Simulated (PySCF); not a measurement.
## Ga²⁺ (gallium, charge +2) across methods

[Ar] 3d10 4d1, 2D determinant (an excited configuration). Computed with PySCF 2.14 in aug-cc-pV5Z-PP with ECP10MDF, with a scalar-relativistic core potential.

```
method  E (hartree)  mean ε 3d α (eV)  mean ε 3d β (eV)  mean ε 4d α (eV)  Σ⟨r²⟩ (bohr²)   ⟨S²⟩
  PBE0    -257.8050           -47.942           -47.873           -11.806          27.94  0.750
  BP86    -257.9573           -44.566           -44.517           -11.502          27.65  0.750
 M06-L    -257.9014           -44.529           -44.504           -11.324          28.18  0.750
  PW91    -257.9324           -44.582           -44.524           -11.423          27.62  0.750
r2SCAN    -257.7150           -44.762           -44.707           -11.313          27.77  0.750
   LDA    -257.3683           -44.794           -44.731           -11.184          27.76  0.750
   UHF   -256.78668           -57.262           -57.155           -12.645          29.28  0.750
```

Estimate the same row for PBE.

E (hartree) = -257.8372; mean ε 3d α (eV) = -44.471; mean ε 3d β (eV) = -44.415; mean ε 4d α (eV) = -11.415; Σ⟨r²⟩ (bohr²) = 27.65; ⟨S²⟩ = 0.750.

Energies and moments cover only the electrons outside the core potential. The outer electron is Rydberg-like, and this basis confines it to a smaller radius and binds it less than a complete one would.
